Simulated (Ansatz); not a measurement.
Bond stretch in Al2(mu-OH)2(H)4, H6Al2O2, singlet. The O3–H10 bond (O3 also carries Al, Al; H10 carries nothing else) is stretched with both fragments frozen at the PBE0/def2-SVP optimised geometry.

- RKS-PBE = restricted PBE/cc-pVDZ in Ansatz (an electronic-structure program)
- UKS-PBE = unrestricted PBE/cc-pVDZ in Ansatz
- UKS-PBE0 = unrestricted PBE0/cc-pVDZ (Ansatz)
- UCCSD(T) = Ansatz with CCSD(T) on UHF/cc-pVDZ, frozen core

Energies relative to the lowest point of each curve near equilibrium, in mEh; the last columns give the difference from UCCSD(T):

```csv
R / Å,RKS-PBE,UKS-PBE,UKS-PBE0,UCCSD(T),RKS-PBE − UCCSD(T),UKS-PBE − UCCSD(T),UKS-PBE0 − UCCSD(T)
0.79,47.1,47.1,44.1,45.4,1.7,1.7,-1.3
0.84,21.5,21.5,19.3,20.1,1.4,1.4,-0.8
0.89,7.1,7.1,5.8,6.2,0.9,0.9,-0.4
0.93,1.5,1.5,1.0,1.1,0.4,0.4,-0.1
0.96,0.0,0.0,0.0,0.0,0.0,0.0,0.0
0.98,0.0,0.0,0.4,0.3,-0.3,-0.3,0.1
1.02,2.0,2.0,3.1,2.9,-0.9,-0.9,0.2
1.09,10.2,10.2,12.7,12.3,-2.2,-2.2,0.4
1.17,24.1,24.1,28.3,27.7,-3.6,-3.6,0.6
1.27,45.0,45.0,51.2,50.3,-5.4,-5.4,0.9
1.41,75.8,75.8,85.0,83.2,-7.4,-7.4,1.8
1.58,111.2,111.2,123.9,121.1,-9.9,-9.9,2.8
1.77,145.4,145.4,161.3,156.3,-10.9,-10.9,5.0
1.99,176.2,168.6,186.9,—,—,—,—
2.32,203.6,176.2,190.7,—,—,—,—
2.78,219.6,175.6,188.9,—,—,—,—
```

RKS-PBE is furthest from UCCSD(T) at 1.77 (-10.9 mEh, below); its mean absolute difference over the points is 3.5 mEh.

UKS-PBE is furthest from UCCSD(T) at 1.77 (-10.9 mEh, below); its mean absolute difference over the points is 3.5 mEh.

UKS-PBE0 is furthest from UCCSD(T) at 1.77 (5.0 mEh, above); its mean absolute difference over the points is 1.1 mEh.

A dash means that the run gave no value there, or that the column was ended at a point which the program doubted or which failed a test of continuity chosen for this set; such a test can also cut sound points.

The restricted form behind RKS-PBE keeps the bonding electrons paired and can't separate into open-shell fragments. The unrestricted determinant behind UKS-PBE, UKS-PBE0 is spin-contaminated at 1.77 to 2.78 Å (<S²> up to 1.0, against 0.00 for a pure singlet). The unrestricted determinant behind UCCSD(T) is spin-contaminated at 1.58 to 2.78 Å (<S²> up to 1.0, against 0.00 for a pure singlet).
